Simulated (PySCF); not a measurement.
CHOS, charge +1. Atoms are numbered in the order given.

```xyz
4

O     -0.1074    -1.6248     0.0000
C      0.0052    -0.3989     0.0000
S      0.0082     1.0989     0.0000
H      0.6974    -2.1907     0.0000
```
Charge +1, spin multiplicity 1.

Geometry: B3LYP-D3(BJ)/def2-TZVP. The isomer is the one that the SMILES or the coordinates give; other isomers of the formula were not compared.

Vertical ionisation energy (IE) and electron affinity (EA) in eV. Rows of orbital energies are one-electron estimates. Where ΔSCF, EOM or ADC give a negative EA the extra electron is unbound and the value depends on the basis.

```tsv
level	IE	EA
−ε(HOMO), −ε(LUMO), CAM-B3LYP/def2-TZVPD (PySCF)	17.30	7.69
ADC(2)/aug-cc-pVDZ (PySCF)	18.42	6.23
```

Task: Beyond the first one, list the lowest photoelectron lines from ADC(2)/aug-cc-pVDZ (PySCF 2.14.0) with their pole strengths (two spins summed). (An estimate is asked for; the answer gives what the named calculation found.)

Result: 19.10 eV (1.81), 22.40 eV (1.69), 22.56 eV (1.74), 23.32 eV (1.71), 28.39 eV (1.65).
